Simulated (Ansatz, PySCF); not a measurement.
Potential energy curve for GeLi (anion, charge -1), lowest singlet found (which spin is the ground state isn't settled by this scan).

- RKS-B3LYP = restricted B3LYP/aug-cc-pVDZ (Ansatz, an electronic-structure program)
- RKS-B3LYP/6-31G* = restricted B3LYP/6-31G*, spherical d (PySCF)
- FCI = full CI/aug-cc-pVDZ, cores with 3d frozen run with Ansatz

Energies relative to the lowest point of each curve between 2.15 and 3.12 Å, where full CI is lowest, in kcal/mol:

| R / Å | RKS-B3LYP | RKS-B3LYP/6-31G* |
|---|---|---|
| 2.15 | 8.4 | 32.0 |
| 2.45 | 0.3 | 0.3 |
| 2.49 | 0.1 | 0.1 |
| 2.58 | 0.0 | 0.0 |
| 2.66 | 0.4 | 0.4 |
| 2.82 | 2.0 | 2.0 |
| 3.12 | 6.5 | 6.5 |
| 3.37 | 10.7 | 10.6 |
| 3.97 | 19.4 | 19.2 |
| 4.38 | 23.8 | 23.5 |
| 4.89 | 27.8 | 27.3 |
| 5.41 | 30.4 | 29.9 |

Q: What does FCI give at the same points?

A: 2.15: 11.1; 2.45: 1.1; 2.49: 0.6; 2.58: 0.0; 2.66: 0.0; 2.82: 0.8; 3.12: 4.1; 3.37: 7.5; 3.97: 15.2; 4.38: 19.5; 4.89: 23.6; 5.41: 26.6 (kcal/mol).

The scan ran from 1.78 to 8.37 Å; beyond the distances shown full CI changes its symmetry label. The restricted form behind RKS-B3LYP, RKS-B3LYP/6-31G* keeps the bonding electrons paired and can't separate into open-shell fragments. Where the anion isn't bound against loss of the electron, the finite basis alone holds it. Also computed but left out beside FCI, since their determinant holds another spin at the minimum (<S²> over 0.7 above the pure value): UHF, UMP2, UCCSD, UCCSD(T), UCCSDT, UCCSDT(Q), UKS-B3LYP, UKS-PBE, UKS-B3LYP/6-31G*, UKS-B3LYP/3-21G, UMP2/6-31G*, UHF/LANL2DZ.
